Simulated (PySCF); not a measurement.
**Pd (palladium, neutral) across methods**

[Kr] 4d9 5p1, one real determinant (an excited configuration). Calculation: PySCF 2.14, in def2-QZVPPD with the def2 core potential (28 electrons); scalar relativity through the core potential.

| method | E (hartree) | mean ε 4d α (eV) | mean ε 4d β (eV) | mean ε 5p α (eV) | Σ⟨r²⟩ (bohr²) | ⟨S²⟩ |
| --- | --- | --- | --- | --- | --- | --- |
| LC-wPBE | -127.7283 | -13.192 | -12.466 | -3.983 | 58.45 | 2.001 |
| PBE | -127.7224 | -8.627 | -7.912 | -2.116 | 58.03 | 2.001 |
| LDA | -127.4601 | -8.829 | -8.091 | -2.165 | 57.53 | 2.000 |
| M06 | -127.7196 | -10.583 | -9.758 | -2.344 | 58.53 | 2.001 |
| PBE0 | -127.7049 | -10.438 | -9.652 | -2.556 | 58.49 | 2.001 |
| r2SCAN0 | -127.7110 | -10.612 | -9.768 | -2.602 | 58.00 | 2.001 |
| r2SCAN | -127.7458 | -8.830 | -8.032 | -2.197 | 57.52 | 2.001 |
| r2SCANh | -127.7317 | -9.540 | -8.723 | -2.361 | 57.71 | 2.001 |

Estimate the same row for UHF.

E (hartree) = -126.92732; mean ε 4d α (eV) = -15.224; mean ε 4d β (eV) = -14.172; mean ε 5p α (eV) = -3.432; Σ⟨r²⟩ (bohr²) = 62.13; ⟨S²⟩ = 2.002.

⟨L²⟩ = 8.05 against 12 for a pure F term, so this real determinant mixes terms. Energies and moments cover only the electrons outside the core potential.
